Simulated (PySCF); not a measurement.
**Fractional electron number in O²⁺ (oxygen, charge +2)**

The 2p alpha orbital of [He] 2s2 2p2 is emptied in steps (occupation f), with all orbitals relaxed, ending at [He] 2s2 2p1. Computed with PySCF 2.14 in def2-SVP, with the non-relativistic Hamiltonian (point nucleus). The exact energy is a straight line in f; departures are measured from the line between the end points of the same method.

| f | UHF (eV) | LDA (eV) | PBE (eV) | PBE0 (eV) | r2SCAN (eV) | LC-wPBE (eV) | BHandHLYP (eV) | wB97X (eV) | MN15 (eV) | M06-2X (eV) |
| --- | --- | --- | --- | --- | --- | --- | --- | --- | --- | --- |
| 1 | 0.000 | 0.000 | 0.000 | 0.000 | 0.000 | 0.000 | 0.000 | 0.000 | 0.000 | 0.000 |
| 0.75 | 0.197 | -1.971 | -1.925 | -1.400 | -1.773 | -0.912 | -0.880 | -0.917 | -1.246 | -0.952 |
| 0.5 | 0.255 | -2.637 | -2.565 | -1.863 | -2.337 | -1.209 | -1.169 | -1.210 | -1.652 | -1.298 |
| 0.25 | 0.185 | -1.979 | -1.914 | -1.389 | -1.721 | -0.894 | -0.870 | -0.886 | -1.226 | -0.986 |
| 0 | 0.000 | 0.000 | 0.000 | 0.000 | 0.000 | 0.000 | 0.000 | 0.000 | 0.000 | 0.000 |

**Question.** For LDA, how does the orbital energy at f = 1 compare with the removal energy?

**Answer.** −ε = 45.129 eV against a total-energy difference of 55.589 eV. By Janak's theorem ε = ∂E/∂f, so the gap between them reflects the curvature. Along the path −ε is 50.299 (f = 0.75), 55.566 (f = 0.5), 60.873 (f = 0.25) eV.

```csv
method,E(f=0) − E(f=1) (eV),−ε at f=1 (eV),−ε at f=0.5 (eV)
UHF,54.789,55.875,54.757
LDA,55.589,45.129,55.566
PBE,55.485,45.236,55.511
PBE0,55.508,48.041,55.536
r2SCAN,55.764,46.247,55.901
LC-wPBE,55.683,50.817,55.728
BHandHLYP,55.529,50.833,55.553
wB97X,55.252,50.349,55.328
MN15,55.315,48.648,55.367
M06-2X,55.325,50.337,55.206
```

Reference removal energy between the ground levels: 54.936 eV (semi-empirical (NIST evaluation); NIST Atomic Spectra Database, ionization energies). The calculation has no spin-orbit coupling. UHF lacks correlation.
